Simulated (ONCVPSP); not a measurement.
## Ta (Z = 73): one change to an ONCV potential, before and after

| Quantity | Value |
| --- | --- |
| Element | tantalum |
| Generator | ONCVPSP 4.0.1 |
| Type | optimised norm-conserving Vanderbilt (ONCV) |
| Functional | PW91 |
| Relativity | scalar-relativistic |
| Frozen core | [Kr] 4d10 4f14 |
| Valence charge | 13 |
| Reference configuration | 5s2 5p6 5d3 6s1 (charge +1) |
| Partial waves | 5s+6s: rc 1.90 bohr, ncon 4, nbas 8, qcut 7.7 1/bohr, 2 projectors; 5p: rc 1.35 bohr, ncon 5, nbas 8, qcut 5.6 1/bohr, 2 projectors, debl 0.7 Ha; 5d: rc 2.90 bohr, ncon 3, nbas 8, qcut 4.5 1/bohr, 2 projectors, debl 3.2 Ha |
| Local potential | polynomial inside 0.85 bohr (lpopt 5, dvloc0 -1 Ha) |
| Core correction | polynomial model core, fcfact 0.35 |

In the p channel the program set the typed energies aside and used -1.716, 0.250 Ha.

Change: all radii but the core radius scaled by about 1.13 (s 2.16, p 1.54, d 3.28 bohr); local potential polynomial inside 0.96 bohr (lpopt 5, dvloc0 -1 Ha).

Cutoffs: the cutoffs (Ha) at which the residual kinetic energy of the hardest occupied pseudo-wave falls to 1 and 0.1 mHa per electron; they do not see the model core or the augmentation charge, which bear on the density cutoff. Errors are all-electron minus pseudo energies relative to the spin-unpolarised reference configuration.

Problem. Predict the effect on cutoff, ghosts and configuration errors.

Solution. The potential gets softer (90 Ha and 107 Ha → 67 Ha and 81 Ha); both files keep a bound ghost (s); of the 4 tests that both files solve, the error grows in 4 and shrinks in 0 by more than 15 % and 0.3 meV (median size 9.3 → 27.4 meV). A larger radius leaves more room for a smooth pseudo-wave, so fewer plane waves are needed. More of the atom is replaced by a form fitted at one configuration, so other configurations suffer.

| quantity | base | changed |
| --- | --- | --- |
| cutoff, loose | 90 Ha | 67 Ha |
| cutoff, tight | 107 Ha | 81 Ha |
| loose cutoff by channel | s 18 Ha, p 90 Ha, d 8.1 Ha | s 15 Ha, p 67 Ha, d 7.3 Ha |
| bound ghosts | s | s |
| GHOST(+) flags under 300 eV | d at 138.7 eV, p at 150.1 eV | d at 170.3 eV, p at 211.5 eV |
| error for 5s2 5p6 5d3 6s2, meV [ΔE -8.53 eV] | +1.6 | -3.5 |
| error for 5s2 5p6 5d3 6s0, meV [ΔE 15.03 eV] | -16 | -30 |
| error for 5s2 5p6 5d2 6s0, meV [ΔE 38.71 eV] | +2.8 | +25 |
| error for 5s2 5p6 5d1 6s0, meV [ΔE 73.83 eV] | +245 | +482 |
| rms error of d²Exc/dni dnj with the model core, mHa | 0.98 | 1.42 |

 A true bound ghost makes a file unfit for plane-wave use even where its test errors are small: the radial tests pick states by their node count and pass the ghost by.
